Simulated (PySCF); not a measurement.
Vertical excitations of a molecule CH5N3OSi from PySCF with TDA-LC-ωPBE/def2-SVPD, as energy in eV (oscillator strength): 7.68 (0.050), 7.80 (0.007), 7.94 (0.056), 8.10 (0.008), 8.30 (0.010), 8.41 (0.006), 8.50 (0.001), 8.58 (0.013), 9.05 (0.020), 9.22 (0.040). Lowest triplet (TDA): 6.56 eV. Geometry optimised at PBE0-D3(BJ)/def2-SVP. One conformer was computed; it need not be the lowest.

### Question
Pick the molecule that these values belong to.
A. N[Si]1(N)N=CO1
B. N[SiH](N)N=C=O
C. N#CO[SiH](N)N

### Answer
C, N#CO[SiH](N)N
